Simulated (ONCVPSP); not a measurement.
niobium (Nb), ONCV: configuration errors across variants

* Element: niobium (Nb)
* Generator: ONCVPSP 4.0.1
* Type: optimised norm-conserving Vanderbilt (ONCV)
* Functional: BLYP
* Relativity: scalar-relativistic
* Frozen core: [Ar] 3d10
* Valence charge: 13
* Reference configuration: 4s2 4p6 4d4 5s1
* Partial waves: 4s+5s: rc 2.20 bohr, ncon 3, nbas 8, qcut 5.2 1/bohr, 2 projectors; 4p: rc 1.80 bohr, ncon 4, nbas 8, qcut 8.9 1/bohr, 2 projectors, debl 1.6 Ha; 4d: rc 2.65 bohr, ncon 4, nbas 8, qcut 6.4 1/bohr, 2 projectors, debl 0.8 Ha
* Local potential: polynomial inside 1.75 bohr (lpopt 5, dvloc0 6 Ha)
* Core correction: none

All-electron excitation energies from the reference (eV): (1) 4s2 4p6 4d4 5s0 6.669; (2) 4s2 4p6 4d3 5s0 20.659; (3) 4s1 4p6 4d4 5s1 63.902.

2 further variants failed, have other tests or another functional or relativity, and are left out.

Errors AE − PS in meV (a dash: test not solved or not reliable):

```tsv
change	(1)	(2)	(3)	bound ghosts	GHOST(+) flags above zero
base	-0.8	+1.7	-435	none	none
d: qcut 5.1	-0.1	+4.5	-512	none	none
p: qcut 9	-0.8	+1.7	-435	none	none
p: nproj 3	-0.8	+1.7	-435	none	none
all radii scaled by about 0.80 (s 1.76, p 1.44, d 2.12 bohr); local potential polynomial inside 1.40 bohr (lpopt 5, dvloc0 6 Ha)	-1.0	-0.4	-223	none	none
d: rc 2.36	-1.1	+0.4	-397	none	none
p: rc 1.78	-0.8	+1.7	-433	none	none
local potential polynomial inside 1.75 bohr (lpopt 5, dvloc0 7.5 Ha)	-0.8	+1.7	-435	none	s
s: qcut 4.9; p: qcut 8.4; d: qcut 6	-0.6	+2.4	-468	none	none
s: nbas 7	-0.8	+1.6	-430	none	none
```

Question: Give the same row for: local potential polynomial inside 1.40 bohr (lpopt 5, dvloc0 2 Ha).

Answer: -0.8, +1.7, -430; bound ghosts: none; GHOST(+) flags above zero: none.
